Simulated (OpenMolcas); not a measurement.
Tb3+ with its 8 nearest fluoride ions at 2.406 Å, on the Sr site of SrF2 (a = 5.796 Å, distance in the model lattice 2.510 Å). The rest of the host is ab initio model potentials to 7.6 Å and point charges beyond; the distance is set by hand and nothing relaxes, and no local charge compensation is placed. Ligand basis ANO-RCC-VDZP.
```
Tb    0.0000    0.0000    0.0000
F     1.3891    1.3891    1.3891
F     1.3891    1.3891   -1.3891
F     1.3891   -1.3891    1.3891
F     1.3891   -1.3891   -1.3891
F    -1.3891    1.3891    1.3891
F    -1.3891    1.3891   -1.3891
F    -1.3891   -1.3891    1.3891
F    -1.3891   -1.3891   -1.3891
```

```
Program             : OpenMolcas 26.06
Method              : CASSCF
Basis               : ANO-RCC-VDZP [7s6p4d2f1g]
Scalar Hamiltonian  : DKH2, point nucleus
Active space        : 8 electrons in 7 orbitals (4f)
State averaging     : 2S+1 = 7 even, 7 roots; 2S+1 = 5 even, 62 roots kept (CI in the orbitals of an earlier block); 2S+1 = 3 even, 3 roots kept (CI in the orbitals of an earlier block, 0 in the spin-orbit step)
Spin-orbit coupling : RASSI with atomic mean-field integrals over the reference wave functions
```

Task: What is the spin-free ground state (labels of O, the rotations of Oh)?

Result: 7T1, 3-fold in its orbital part, 100 % from free-ion F terms; it has the highest spin that f8 allows.

Task: Where is the first state of the same spin?

Result: 7T2 at 10.3 cm-1 above the ground state.

Task: What are the lowest two levels with spin-orbit coupling?

Result: A 2-fold level E, then a 3-fold level T2 0.4 cm-1 above it. Their leading multiplicities are 7 (97 %) and 7 (97 %).

Task: What is χT at 300 K, and how does it compare with the textbook value?

Result: Hund's rules give f8 the level 7F6 with g = 1.500, so an isolated free-ion multiplet has χT = g² J(J+1) / 8 = 11.812 cm3 K/mol. The computed 11.682 at 300 K differs by -1 %, through the field's splitting, the mixing of terms and any other multiplet in reach.

High states are left out of the spin-orbit mixing, which shifts the levels that they would mix with. Without dynamic correlation the ligand-field splitting of an f shell can come out too small, at times by half. The first state left out of the spin-orbit step lies near 46000 cm-1 above the lowest spin-free state of the reference (among the parities and spins computed), and the lists stop at four fifths of that energy or lower. No measured value stands beside these numbers; the geometry was set by hand and not optimised.
